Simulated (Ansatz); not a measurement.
Molecule: C2H3F3Si (charge 0, singlet). 
Coordinates optimised at B3LYP-D3(BJ)/def2-TZVP (Ansatz, a quantum-chemistry and plane-wave program):
SMILES: C=C[Si](F)(F)F
```xyz
9

C      2.3802    -0.3727    -0.1325
C      1.3690     0.0526     0.6229
Si    -0.3607     0.0621     0.0347
F     -0.4527    -0.4910    -1.4463
F     -1.3024    -0.8316     0.9415
F     -0.9844     1.5176     0.0445
H      2.2277    -0.7374    -1.1416
H      3.4029    -0.3737     0.2275
H      1.5783     0.4080     1.6280
```
Charge 0, spin multiplicity 1.

Quantity: atomisation energy (electronic, to ground-state atoms); the coupled-cluster value holds the core correlation from cc-pwCVTZ, in kcal/mol. Correlated levels leave the core frozen unless marked. Open shells are spin-unrestricted. No spin-orbit coupling. No relativistic terms. Basis-set limits of correlation are two-point, X^-3; Hartree-Fock from the larger set.

Level to compare with: CCSD(T)/CBS(aug-cc-pV(T+d)Z,aug-cc-pV(Q+d)Z) plus the core term (Ansatz), 968.4 kcal/mol. It is a level with limits of its own, and the differences hold the functionals' basis error too.

Q: Rank these functionals by how close they come to CCSD(T)/CBS(aug-cc-pV(T+d)Z,aug-cc-pV(Q+d)Z), closest first: wB97X-V/def2-TZVPD (Ansatz); revPBE/def2-TZVPD (Ansatz); r2SCAN0/def2-TZVPD (Ansatz).

A: wB97X-V/def2-TZVPD (range-separated hybrid with VV10, 957.5 kcal/mol, difference -10.9), r2SCAN0/def2-TZVPD (hybrid meta-GGA, 939.9 kcal/mol, difference -28.5), revPBE/def2-TZVPD (GGA, 933.0 kcal/mol, difference -35.4)
